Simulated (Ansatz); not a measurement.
C3H7ClSi, SMILES C(Cl)([SiH2]C)=C.

Geometry: B3LYP-D3(BJ)/def2-SVP. Other conformers were not sampled.

Two levels are set side by side: PBE/def2-TZVPD (Ansatz, an electronic-structure program) and PBE0/def2-TZVPD (Ansatz). Energy differences of separate SCF runs at the same geometry; the states with an electron removed or added have multiplicity 2 and 2. Differences are taken from unrounded values.

```tsv
quantity	PBE
vertical ionisation energy (eV)	9.36
vertical singlet–triplet gap (eV)	3.93
```

Task: These are the PBE values. What does PBE0 give? (An estimate is asked for; the answer gives what the named calculation found.)

Result: 
| quantity | PBE0 | PBE minus PBE0 |
|---|---|---|
| vertical ionisation energy (eV) | 9.57 | -0.21 |
| vertical singlet–triplet gap (eV) | 3.85 | 0.09 |
